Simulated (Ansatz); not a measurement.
The lowest singlet and triplet of C3H6 (SMILES C[C]C); geometries from B3LYP-D3(BJ)/def2-TZVP, each state relaxed from the structure named, with no frequency check.
Singlet (charge 0, multiplicity 1):
```xyz
9

C      1.2243    -0.0107     0.1054
C     -0.0296     0.2653    -0.6019
C     -1.2103    -0.1147     0.1793
H      1.4677    -0.9965    -0.3372
H      1.1771    -0.1577     1.1967
H      2.0521     0.6400    -0.1785
H     -1.0682    -0.8176     1.0164
H     -2.0817    -0.3751    -0.4225
H     -1.4534     0.8682     0.6283
```
Triplet (charge 0, multiplicity 3):
```json
[
 {"atom": "C", "x (Å)": "1.3472", "y (Å)": "-0.0174", "z (Å)": "0.0448"},
 {"atom": "C", "x (Å)": "-0.0197", "y (Å)": "0.1809", "z (Å)": "-0.4377"},
 {"atom": "C", "x (Å)": "-1.3385", "y (Å)": "-0.0620", "z (Å)": "0.1474"},
 {"atom": "H", "x (Å)": "1.5511", "y (Å)": "-1.0734", "z (Å)": "0.2822"},
 {"atom": "H", "x (Å)": "1.5497", "y (Å)": "0.5631", "z (Å)": "0.9587"},
 {"atom": "H", "x (Å)": "2.0838", "y (Å)": "0.2915", "z (Å)": "-0.7011"},
 {"atom": "H", "x (Å)": "-1.4886", "y (Å)": "-1.1239", "z (Å)": "0.3983"},
 {"atom": "H", "x (Å)": "-2.1397", "y (Å)": "0.2213", "z (Å)": "-0.5398"},
 {"atom": "H", "x (Å)": "-1.4900", "y (Å)": "0.5126", "z (Å)": "1.0747"}
]
```

A positive gap puts the triplet lower; no zero-point energy. R- takes a restricted singlet. U- takes an unrestricted singlet (broken symmetry where lower, unprojected). The triplet is unrestricted in single-reference levels.

Frozen-core correlation.

The values were computed with Ansatz (a quantum-chemistry and plane-wave program) with Gaussian orbitals. Each number belongs to the level named beside it.

```tsv
level	gap E(singlet) − E(triplet), adiabatic (kcal/mol)
R-HF/cc-pVTZ	18.51
U-HF/cc-pVTZ (spin-contaminated)	13.90
R-SVWN5/def2-TZVPP	-2.83
R-r2SCAN/def2-TZVPP	7.20
R-wB97M-V/def2-TZVPP	-4.36
U-B2PLYP/def2-TZVPP (spin-contaminated)	[?]
R-SCS-MP2/cc-pVDZ	1.22
U-CCSD/cc-pVTZ (spin-contaminated)	1.22
U-CCSD(T)/cc-pVDZ (spin-contaminated)	[?]
```

Question: Some entries are withheld; supply them.

Answer: 
- U-B2PLYP/def2-TZVPP (spin-contaminated), gap E(singlet) − E(triplet), adiabatic (kcal/mol): 0.14
- U-CCSD(T)/cc-pVDZ (spin-contaminated), gap E(singlet) − E(triplet), adiabatic (kcal/mol): 2.31

Doubts at one or more of the structures used: a restricted determinant that unrestricted orbitals would lower (R-HF/cc-pVTZ, R-r2SCAN/def2-TZVPP, R-SCS-MP2/cc-pVDZ); T1 above 0.05 (U-CCSD/cc-pVTZ (spin-contaminated), U-CCSD(T)/cc-pVDZ (spin-contaminated)).
